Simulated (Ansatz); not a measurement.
Consider the isomerisation: `Cc1ccc(N)cc1` → `Cc1cccnc1C`.

Computed with Ansatz on PBE0-D4/def2-TZVP structures; ΔE is electronic, products minus reactants. CBS: MP2 limit from def2 TZ/QZ plus the TZ coupled-cluster correction, frozen cores. Functionals use def2-TZVPP. B3LYP here is the variant with VWN-RPA as its local correlation; programs differ in this. HSE06 is defined as in plane-wave codes. Each species was taken in one conformer, which may not be the lowest.

```tsv
level	ΔE (kJ/mol)	difference from CCSD(T)/CBS
LDA (SPW92)	22.2	10.9
PBE-D4	14.8	3.5
revPBE-D4	11.5	0.2
BLYP-D4	11.2	-0.1
r2SCAN-D4	15.3	4.0
B97M-V	11.4	0.1
PBE0-D4	15.5	4.2
B3LYP-D4	12.6	1.3
r2SCAN0-D4	16.2	4.9
HSE06-D4	15.8	4.5
BHLYP-D4	12.7	1.4
CAM-B3LYP-D4	11.8	0.5
ωB97X-V	7.2	-4.1
ωB97M-V	11.1	-0.2
B2PLYP	11.3	0.0
PBE-QIDH	13.7	2.4
PBE	15.6	4.3
revPBE	14.0	2.7
BLYP	12.8	1.5
r2SCAN	15.6	4.3
B3LYP	13.9	2.6
r2SCAN0	16.5	5.2
HSE06	16.5	5.2
BHLYP	13.4	2.1
CAM-B3LYP	12.6	1.3
LC-ωPBE	12.8	1.5
RPA@PBE/def2-TZVPP	2.6	-8.7
HF/def2-SVP	5.1	-6.2
MP2/def2-SVP	1.4	-9.9
CCSD(T)/def2-SVP	-2.4	-13.7
MP2/def2-TZVPP	10.5	-0.8
SCS-MP2/def2-TZVPP	7.4	-3.9
CCSD/def2-TZVPP	8.4	-2.9
CCSD(T)/def2-TZVPP	7.0	-4.3
HF/def2-QZVPP	7.9	-3.4
MP2/def2-QZVPP	13.2	1.9
SCS-MP2/def2-QZVPP	10.0	-1.3
HF/CBS(def2)	8.0	-3.3
MP2/CBS(def2)	14.9	3.6
CCSD/CBS(def2)	12.8	1.5
CCSD(T)/CBS	11.3	0
```

Largest T1 diagnostic among the species: 0.011.

At CCSD(T), def2-SVP lies −13.7 kJ/mol from the extrapolated value and def2-TZVPP −4.3 kJ/mol. Leaving LDA and LC-ωPBE aside and taking each functional with its dispersion term where it has one, the values spread over 8.9 kJ/mol, from ωB97X-V to r2SCAN0-D4. LDA lies +6.6 kJ/mol from PBE without D4.
